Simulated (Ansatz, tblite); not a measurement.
Cost and result up the ladder for cis-NiBr2(NH3)2 (NiBr₂N₂H₆) (11 atoms). Total charge 0; singlet. Geometry: PBE-D4/def2-SVP.

```xyz
11

Ni   -0.271   -0.750    0.096
Br   -1.073   -2.345   -1.372
Br   -0.537   -2.114    1.944
N     0.397    0.605    1.334
H    -0.208    1.434    1.444
H     1.356    0.947    1.170
H     0.388    0.095    2.241
N    -0.033    0.402   -1.463
H    -0.439   -0.177   -2.226
H     0.948    0.595   -1.717
H    -0.529    1.307   -1.450
```

Ansatz on 4 threads of Arm Neoverse V2 on a shared host; xTB runs through tblite on one thread. Times are rough, summed over both states, and most runs start from the orbitals of an earlier one. HSE06-D4/def2-TZVP serves as the yardstick here, not as an exact answer. Differences are given only for rows in sets of like size (and for xTB, whose basis is part of the method), since another set adds its own error. The other state is a triplet at its own geometry.

The 6-31G sets use Cartesian d functions. The xTB rows come from tblite. B3LYP takes the VWN-RPA correlation. HSE06 is defined as in plane-wave codes, on full-range PBE exchange. The name describes the singlet; other states may take another shape.

Run but left out: HF/6-31G (singlet: restricted singlet, unstable in another Hartree–Fock run and untested here); HF/def2-TZVP, PBE0-D4/def2-TZVP, B2PLYP/def2-TZVP, MP2/def2-TZVP (singlet: restricted singlet, unstable towards broken spin symmetry).

xTB has no spin-polarisation term.

```csv
level,functions,wall time,triplet − singlet (eV),difference from HSE06-D4/def2-TZVP (eV)
GFN2-xTB,41,0.011 s,0.50,1.30
GFN1-xTB,47,0.013 s,0.74,1.55
PBE-D4/def2-TZVP,239,10 s,-0.02,0.78
B3LYP-D4/6-31G,117,10 s,-1.09,–
revPBE-D4/def2-TZVP,239,10 s,-0.11,0.69
r2SCAN-D4/def2-TZVP (with forces),239,28 s,-0.62,0.18
r2SCANh-D4/def2-TZVP,239,41 s,-0.90,-0.10
HSE06-D4/def2-TZVP,239,44 s,-0.80,0.00
B97M-V/def2-TZVP (with forces),239,47 s,-0.67,0.13
```
